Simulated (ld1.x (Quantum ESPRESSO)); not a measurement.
bismuth (Bi), RRKJ: configuration errors across variants

```
Element                 : Bi
Generator               : ld1.x (Quantum ESPRESSO) 7.5
Type                    : norm-conserving RRKJ (Kleinman–Bylander form)
Functional              : PBE
Relativity              : scalar-relativistic
Frozen core             : [Xe] 4f14 5d10
Valence charge          : 5
Reference configuration : 6s2 6p2 (charge +1)
Partial waves           : 6p (bound): rc 1.80 bohr; 6s (bound): rc 1.70 bohr
Local potential         : the s channel
Core correction         : none
rho0                    : 0.001
```

All-electron excitation energies from the reference (eV): (1) 6s2 6p3 -7.913; (2) 6s2 6p1 15.247; (3) 6s2 6p0 38.590; (4) 6s0 6p5 12.589; (5) 6s1 6p4 2.170; (6) 6s2 6p2.5 -4.816; (7) 6s1 6p0 83.995.

1 further variants failed, have other tests or too few solved ones, and are left out.

A true bound ghost makes a file unfit for plane-wave use even where its test errors are small: the radial tests pick states by their node count and pass the ghost by.

Errors AE − PS in meV (a dash: test not solved or not reliable):

```tsv
change	(1)	(2)	(3)	(4)	(5)	(6)	(7)	bound ghosts
base	+11	+7.6	+103	+264	+73	+4.1	+245	d
wave 6s (bound): rc 1.70 bohr becomes 6s (bound): rc 1.30 bohr	+15	+24	+201	+334	+61	+5.9	+883	p, s (extra level of the local part), d
wave 6s (bound): rc 1.70 bohr becomes 6s (bound): rc 1.56 bohr	+11	+7.2	+96	+225	+66	+4.1	+242	d
wave 6s (bound): rc 1.70 bohr becomes 6s (bound): rc 1.88 bohr	+11	+10	+124	+312	+86	+4.3	+257	p, d
wave 6s (bound): rc 1.70 bohr becomes 6s (bound): rc 2.10 bohr	+11	+9.6	+121	+303	+83	+4.3	+255	p, d
wave 6s (bound): rc 1.70 bohr becomes 6s (bound): rc 2.50 bohr	+12	+8.4	+100	+219	+59	+4.4	+226	d
```

Task: Give the same row for: wave 6s (bound): rc 1.70 bohr becomes 6s (bound): rc 2.34 bohr.

Result: +11, +8.1, +103, +245, +66, +4.3, +235; bound ghosts: d.
